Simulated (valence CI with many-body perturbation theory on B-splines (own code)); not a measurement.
Results of a calculation; reference values are marked as such.
## Ladder of approximations for Pt46+

Level of theory: valence CI with perturbative core correlation (CI+MBPT): four valence electrons over a frozen Dirac-Fock core [Ar] 3d10, radial functions for each j: 11 s, 11 p, 9 d, 7 f, 5 g, 2 h, 1 i, with the one-electron correlation potential Σ1 (screened to all orders), the two-electron term Σ2, the three-electron term Σ3, Breit, model QED; selected single and double excitations, second order for the rest (own B-spline code, finite nucleus).

No measured spectrum was set against this ion. As an estimate, large intervals hold to a few tenths of a per cent, small ones and those within an open d or f shell to about a per cent.

Each rung adds one term. CI alone is the Dirac-Coulomb CI over the frozen core; QED comes last and gives the full result, which names the levels. Energies are above (4s^2 4p1/2^2) J=0 on the same rung, in eV.

Levels are named by their leading jj configuration (3d3/2^4 stands for four electrons in 3d with j = 3/2), which in mixed levels can hold well under half, so a name can repeat and another be missing. Letters in brackets count levels of one name in rising energy.

| Level | CI alone |
| --- | --- |
| (4s^2 4p1/2 4p3/2) J=1 | 123.46 |
| (4s^2 4p1/2 4p3/2) J=2 | 128.21 |
| (4s 4p1/2^2 4p3/2) J=2 | 230.41 |
| (4s 4p1/2^2 4p3/2) J=1 | 246.83 |
| (4s^2 4p3/2^2) J=2 | 255.19 |
| (4s^2 4p3/2^2) J=0 | 265.27 |
| (4s^2 4p1/2 4d3/2) J=2 | 291.92 |
| (4s^2 4p1/2 4d3/2) J=1 | 312.90 |
| (4s^2 4p1/2 4d5/2) J=2 | 327.51 |
| (4s^2 4p1/2 4d5/2) J=3 | 329.36 |
| (4s 4p1/2 4p3/2^2) J=2 [a] | 352.95 |
| (4s 4p1/2 4p3/2^2) J=3 | 361.22 |
| (4s 4p1/2 4p3/2^2) J=0 | 366.40 |
| (4s 4p1/2 4p3/2^2) J=1 [a] | 374.56 |
| (4s 4p1/2 4p3/2^2) J=2 [b] | 377.21 |
| (4s 4p1/2 4p3/2^2) J=1 [b] | 379.05 |

(1) What do these energies become with core correlation, Breit and QED?

(2) How does the ionisation energy move along the ladder, and which term matters most?

Answers

(1) (4s^2 4p1/2 4p3/2) J=1 122.69 (-0.763); (4s^2 4p1/2 4p3/2) J=2 127.32 (-0.893); (4s 4p1/2^2 4p3/2) J=2 229.24 (-1.165); (4s 4p1/2^2 4p3/2) J=1 245.07 (-1.760); (4s^2 4p3/2^2) J=2 253.53 (-1.655); (4s^2 4p3/2^2) J=0 263.52 (-1.755); (4s^2 4p1/2 4d3/2) J=2 289.99 (-1.928); (4s^2 4p1/2 4d3/2) J=1 309.92 (-2.985); (4s^2 4p1/2 4d5/2) J=2 324.99 (-2.528); (4s^2 4p1/2 4d5/2) J=3 326.71 (-2.650); (4s 4p1/2 4p3/2^2) J=2 [a] 350.77 (-2.181); (4s 4p1/2 4p3/2^2) J=3 358.94 (-2.281); (4s 4p1/2 4p3/2^2) J=0 364.36 (-2.040); (4s 4p1/2 4p3/2^2) J=1 [a] 372.02 (-2.535); (4s 4p1/2 4p3/2^2) J=2 [b] 374.38 (-2.827); (4s 4p1/2 4p3/2^2) J=1 [b] 376.00 (-3.051).

(2) CI alone 2539.7, + Σ1 2541.6, + Σ2 2541.9, + Σ3 2541.8, + Breit 2538.4, + QED 2538.4 eV. The largest step is Breit, -3.4 eV. NIST lists 2536 ± 4 eV (theoretical).
